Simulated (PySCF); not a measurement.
Radial density of Ho (holmium, neutral)

BLYP, [Xe] 4f11 6s2, one real determinant. All numbers are calculated (PySCF 2.14, the spin-free X2C one-electron Hamiltonian (Gaussian nucleus), in x2c-TZVPPall with one added diffuse shell each of s, p, d, f type (12s8p8d5f2g, 129 functions)).

```json
{"r (bohr)": "0.0249", "4πr²ρ (e/bohr)": "79.38", "4πr²(ρα − ρβ)": "0.0022"}
{"r (bohr)": "0.0419", "4πr²ρ (e/bohr)": "97.44", "4πr²(ρα − ρβ)": "0.0039"}
{"r (bohr)": "0.0706", "4πr²ρ (e/bohr)": "118.1", "4πr²(ρα − ρβ)": "0.0024"}
{"r (bohr)": "0.119", "4πr²ρ (e/bohr)": "90.25", "4πr²(ρα − ρβ)": "0.0622"}
{"r (bohr)": "0.200", "4πr²ρ (e/bohr)": "103.3", "4πr²(ρα − ρβ)": "0.6280"}
{"r (bohr)": "0.336", "4πr²ρ (e/bohr)": "47.76", "4πr²(ρα − ρβ)": "2.5831"}
{"r (bohr)": "0.565", "4πr²ρ (e/bohr)": "53.06", "4πr²(ρα − ρβ)": "3.8074"}
{"r (bohr)": "0.950", "4πr²ρ (e/bohr)": "17.97", "4πr²(ρα − ρβ)": "2.0074"}
{"r (bohr)": "1.60", "4πr²ρ (e/bohr)": "7.251", "4πr²(ρα − ρβ)": "0.4224"}
{"r (bohr)": "2.69", "4πr²ρ (e/bohr)": "1.282", "4πr²(ρα − ρβ)": "0.0227"}
{"r (bohr)": "4.52", "4πr²ρ (e/bohr)": "0.4643", "4πr²(ρα − ρβ)": "-0.0022"}
{"r (bohr)": "7.60", "4πr²ρ (e/bohr)": "0.04755", "4πr²(ρα − ρβ)": "-0.0017"}
{"r (bohr)": "12.8", "4πr²ρ (e/bohr)": "0.0003013", "4πr²(ρα − ρβ)": "0.0000"}
```

Densities and radii are taken from the X2C orbitals without a picture-change correction, which distorts them close to the nucleus.

⟨L²⟩ = 34.01 against 42 for a pure I term, so this real determinant mixes terms. Spin-orbit coupling, absent here, splits the open shell strongly.

(1) Where is the radial spin density 4πr²(ρα − ρβ) most negative, and why is it negative at all?

Results:

(1) Around r = 4.52 bohr, down to -0.0022 e/bohr: exchange with the open shell polarises the paired shells in an unrestricted calculation.
